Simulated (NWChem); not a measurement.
CH₃Cl₃Si; SMILES C[Si](Cl)(Cl)Cl

Program: NWChem. The geometry was optimised at B3LYP/6-31G* (spherical d). Level: M06-2X/def2-SVP with SMD (1 M gas to 1 M solution), gas-phase geometry. Reactions with the solvent are ignored.

```tsv
solvent	dielectric constant	solvation free energy (kcal/mol)	cavity-dispersion-structure term (kcal/mol)	dipole in solution (D)
water	78.4	-0.3	2.5	2.81
2-propanol	19.3	-5.2	-2.5	2.78
anisole	4.22	-4.5	-2.4	2.64
n-hexane	1.88	-4.3	-3.0	2.44
dichloromethane	8.93	-5.3	-2.9	2.73
```
